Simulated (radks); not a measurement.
The numbers below are computed, except where a source is named.
Valence configurations of As II (all share [Ar]). Level of theory: Dirac Kohn-Sham, PBEsol, spin-unpolarised, spherical densities, finite nucleus; open shells fill j = l - 1/2 first; Fermi nuclear charge, rms radius 4.0968 fm (a radial shooting solver on a logarithmic mesh with Libxc functionals). Energies are relative to 3d10 4s2 4p2; eigenvalues in eV.

valence           E (eV)  e(3d3/2)  e(3d5/2)  e(4p1/2)  e(4p3/2)  e(4s1/2)
3d10 4s2 4p2       0.000   -50.651   -49.921   -13.496         -   -23.271
3d9 4s2 4p3       41.394   -61.930   -61.155   -15.436   -15.029   -26.086
3d10 4s1.5 4p2.5   5.080   -51.514   -50.784   -13.882   -13.538   -23.745
3d9.5 4s2 4p2.5   19.526   -56.225   -55.473   -14.476   -14.105   -24.696
3d10 4p4          20.597   -53.991   -53.258   -14.962   -14.596         -
3d10 4s1 4p3      10.207   -52.358   -51.627   -14.254   -13.903   -24.203
3d9 4s1 4p4       52.534   -63.508   -62.732   -16.124   -15.702   -26.924
3d8 4s1 4p5       104.46   -75.187   -74.366   -17.948   -17.454   -29.542
3d9 4p5           63.835   -65.029   -64.252   -16.774   -16.338         -
3d8.5 4s2 4p3.5   65.676   -67.762   -66.965   -16.381   -15.938   -27.444

NIST lists [Ar] 3d10 4s2 4p2 as the ground configuration; this level of theory agrees among the configurations tried. The energies are those of spherical spin-averaged densities, not of single terms.
